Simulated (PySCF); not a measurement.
## Exercise with solution: refractive index and permittivity of the vapour

C3H5Cl2F, SMILES C[C@@H](F)C(Cl)Cl.

Geometry optimised at PBE0-D3(BJ)/def2-SVP. The structure was generated by enumeration; whether it is a known compound was not checked. Other conformers were not sampled.

PySCF with CAM-B3LYP/def2-TZVP gives a mean static polarisability of 60.5 bohr³ and a dipole moment of 3.04 D. Take an ideal gas at 298.15 K and 0.1 bar, whether or not the substance is that volatile.

**Question.** Work out n − 1 in the optical limit and the static ε − 1.

**Answer.** 
Polarisability volume α' = 60.5 × 0.148185 = 8.97 Å³. Number density N = p/kT = 2.43e-6 Å⁻³.
Dilute limit of Lorentz–Lorenz: n − 1 = 2π N α' = 0.00014.
Orientation term of Debye: μ²/(3kT) = 8.098 Å³ × μ²(D²) = 74.84 Å³.
ε − 1 = 4π N (α' + μ²/3kT) = 0.0026. Orientation of the dipole supplies 89 % of the static response; it can't follow optical fields. Vibrational polarisation and dispersion are left out.
